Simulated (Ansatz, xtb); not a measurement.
## C3H9GaO: where a starting geometry ends

The starting geometry of this gas-phase singlet was built from a drawn formula by distance geometry; its bonds are those of `C[CH2][GaH][CH2]O`.

```xyz
14

C    -0.2332   -1.8902   -0.0269
C     0.8962   -1.0025   -0.5609
C     0.1011    1.6365    1.0894
Ga    0.2556    0.8837   -0.7762
O    -0.6544    2.7342    1.0486
H    -0.1075   -1.9480    1.0673
H    -1.1653   -1.4075   -0.2667
H    -0.1128   -2.9289   -0.4677
H     1.1784   -1.2502   -1.6612
H     1.8138   -1.0788    0.0788
H    -0.9287    1.3129   -1.5648
H    -0.0261    0.9709    1.9417
H     1.2121    2.0079    1.1297
H    -1.5252    2.6290    1.6281
```

Problem. Where would you expect an optimisation with r2SCAN-D4/def2-SVP to take it?

Solution. It keeps its bonds, and is `C[CH2][GaH][CH2]O`.

The energy falls by 1.59 eV over 31 steps:

```tsv
step	E − E(last) (eV)
1	1.594
4	0.144
8	0.047
11	0.032
14	0.023
18	0.010
21	0.005
24	0.002
28	0.000
31	0.000
```

Final geometry (Å):

```xyz
14

C    -0.1392   -2.3063   -0.6546
C     0.6748   -1.1140   -0.1490
C     0.4070    2.1589    1.1080
Ga   -0.3519    0.5257    0.2561
O    -0.3214    3.3363    0.7706
H    -0.8874   -2.6337    0.0858
H    -0.6928   -2.0606   -1.5753
H     0.4967   -3.1800   -0.8799
H     1.4452   -0.8239   -0.8901
H     1.2523   -1.3826    0.7558
H    -1.8843    0.6239   -0.1251
H     0.5125    2.0313    2.2092
H     1.4378    2.3125    0.7425
H    -1.2454    3.1815    1.0051
```

From the same start GFN2-xTB ends elsewhere, differing in Ga4–O5 (2.14 against 2.86 Å here).

No frequencies were run, so the end isn't proven a minimum. Run with Ansatz 0.2.0, 3.4 min on 2 threads of Intel(R) Xeon(R) Processor @ 2.50GHz (Skylake/Cascade Lake), on a shared host.
